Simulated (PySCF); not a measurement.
C$_{3}$H$_{7}$O (SMILES C[CH]CO), doublet, at a GFN2-xTB geometry. Base run: B3LYP/6-31G (PySCF).

Here is a job for PySCF.
```python
from pyscf import gto, scf, dft

mol = gto.Mole()
mol.atom = '''
    C    -1.892236   -0.248061    0.135975
    C    -0.542414    0.341782    0.244124
    C     0.629470   -0.258106   -0.428940
    O     1.865415    0.254680    0.015637
    H    -1.840306   -1.279455   -0.206796
    H    -2.410016   -0.217702    1.097006
    H    -2.517989    0.310569   -0.570488
    H    -0.425745    1.310688    0.699193
    H     0.606466   -1.358356   -0.316190
    H     0.620820   -0.056391   -1.513885
    H     1.874534    0.239525    0.979100
'''
mol.basis = '6-31g'
mol.charge = 0
mol.spin = 1
mol.verbose = 4
mol.build()

mf = dft.UKS(mol)
mf.xc = 'b3lyp'
mf.kernel()
```

Variants of this job, named by their change:

```csv
change,ΔE vs base (µEh),fitting functions,dipole (D)
base,0.0,-,2.14
auxbasis = def2-universal-jkfit,-65.5,428,2.14
auxbasis = def2-universal-jfit,112,273,2.14
auxbasis = even-tempered beta=2.0,-4701,352,2.15
auxbasis = autoaux,-4509,388,2.15
"exchange = seminumerical (SGX) (with mf = sgx.sgx_fit(mf, auxbasis='def2-universal-jfit'); with mf.with_df.dfj = True)",-176,273,2.14
auxbasis = cc-pvqz-jkfit,-26.5,781,2.14
only_dfj = on; auxbasis = def2-universal-jfit,-176,273,2.14
auxbasis = def2-svp-ri,-8898,290,2.14
auxbasis = default (with mf = mf.density_fit()),-84.2,441,2.14
```

A fitting set is made for a task (jfit for Coulomb, jkfit for Coulomb and exchange, ri for correlation) and for a family of orbital bases.

Open shells are given as the SCF converged; they aren't shown to be the lowest states, and a large step between rows can be another state.
